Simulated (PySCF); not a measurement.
Isomers of C3H15NSSi3, one GFN2-xTB conformer each. Single-point energies are computed at PBE0/pcSseg-1 (PySCF, gas phase, no added dispersion term), electronic only.

```csv
SMILES,GFN2-xTB relative energy (kJ/mol)
C[C@]([SiH3])(CN)[SiH2]S[SiH3],69.7
CC(C)([SiH2]N)[SiH2]S[SiH3],0.0
```

Conformers: `[CH3:1][C@:2]([SiH3:3])([CH2:4][NH2:5])[SiH2:6][S:7][SiH3:8]` with C1–C2–C4–N5 84°, C2–C4–N5–H 161° and -79°, C1–C2–Si6–S7 173°, C2–Si6–S7–Si8 93°; `[CH3:1][C:2]([CH3:3])([SiH2:4][NH2:5])[SiH2:6][S:7][SiH3:8]` with C1–C2–Si4–N5 59°, C2–Si4–N5–H 171° and -53°, C1–C2–Si6–S7 177°, C2–Si6–S7–Si8 -88°.

What does PBE0/pcSseg-1 give for the same structures?

```tsv
SMILES	PBE0/pcSseg-1 E (Eh)	PBE0/pcSseg-1 (kJ/mol)	GFN2-xTB (kJ/mol)	point group
CC(C)([SiH2]N)[SiH2]S[SiH3]	-1444.04644	0.0	0.0	C1
C[C@]([SiH3])(CN)[SiH2]S[SiH3]	-1444.00610	105.9	69.7	C1
```

Both levels put the same isomer lowest. 

Which frontier levels, dipoles and rotational constants go with these structures?

```tsv
SMILES	HOMO (eV, PBE0/pcSseg-1)	LUMO (eV)	dipole (D)	A, B, C (MHz)
CC(C)([SiH2]N)[SiH2]S[SiH3]	-7.04	0.03	2.38	1605, 562.1, 518.3
C[C@]([SiH3])(CN)[SiH2]S[SiH3]	-7.13	0.01	2.40	1480, 608.5, 559.7
```
